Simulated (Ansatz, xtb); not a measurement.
## Redistribution: CH2FI + CH3I → CH2I2 + CH3F

Species: CH2FI (fluoroiodomethane) `FCI`, singlet; CH3I (methyl iodide) `CI`, singlet; CH2I2 (diiodomethane) `ICI`, singlet; CH3F (fluoromethane) `CF`, singlet. The partners trade F for I; both sit on C, so the bond types are kept.

Shapes, held fixed at every level: PBE0-D4/def2-TZVP. Programs: Ansatz 0.2.0, xtb 6.7.1. The zero-point and thermal change to 298 K, harmonic and unscaled (PBE0-D4/def2-TZVP), is +0.5 kJ/mol.

```
              level                    kind  ΔH(298 K) (kJ/mol)  less CCSD(T)/def2-TZVPP  CPU time (sum over the molecules)
           GFN2-xTB          semi-empirical               +12.9                     +1.9                             0.21 s
  PBE-D4/def2-TZVPP                     GGA               +16.8                     +5.8                               11 s
B3LYP-D4/def2-TZVPP           global hybrid               +13.7                     +2.7                            4.9 min
BHLYP-D4/def2-TZVPP           global hybrid               +10.8                     -0.2                               14 s
 PBE0-D4/def2-TZVPP           global hybrid               +15.3                     +4.3                               11 s
 wB97M-V/def2-TZVPP  range-separated hybrid               +15.0                     +4.0                               39 s
     MP2/def2-TZVPP     perturbation theory                +5.2                     -5.8                                  –
 CCSD(T)/def2-TZVPP   coupled cluster or CI               +11.0                      0.0                            1.8 min
```

The highest level, CCSD(T)/def2-TZVPP, gives ΔH(298 K) = +11.0 kJ/mol; the levels span +5.2 to +16.8. The column of differences is taken from that level and isn't an error. No measured value is set beside it here. For atoms past krypton def2 sets carry core potentials with scalar relativity. Correlated rows may include outer-core shells of I, which these sets cover unevenly. Times are processor times on shared x86 and Arm servers, and rough.
